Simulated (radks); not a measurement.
Valence configurations of Ge I (all share [Ar]). Method: scalar-relativistic Kohn-Sham, PBEsol, spin-unpolarised, spherical densities, finite nucleus; Fermi nuclear charge, rms radius 4.0742 fm; computed with a radial shooting solver on a logarithmic mesh with Libxc functionals. Energies are relative to 3d10 4s2 4p2; eigenvalues in eV.

valence,E (eV),e(3d),e(4p),e(4s)
3d10 4s2 4p2,0.000,-29.313,-3.897,-11.744
3d9.5 4s2 4p2.5,13.746,-34.142,-4.538,-12.910
3d9 4s2 4p3,29.625,-39.118,-5.167,-14.042
3d9.5 4s1 4p3.5,22.239,-35.795,-5.189,-13.800
3d7.5 4s2 4p4.5,90.814,-54.887,-7.026,-17.281
3d10 4p4,16.212,-32.670,-5.209,-
3d10 4s1.5 4p2.5,3.957,-30.200,-4.253,-12.236
3d10 4s1 4p3,7.981,-31.053,-4.588,-12.700
3d8 4s2 4p4,68.088,-49.495,-6.409,-16.223
3d9.5 4s0.5 4p4,26.572,-36.583,-5.492,-14.214

NIST lists [Ar] 3d10 4s2 4p2 as the ground configuration; this level of theory agrees among the configurations tried. The energies are those of spherical spin-averaged densities, not of single terms.
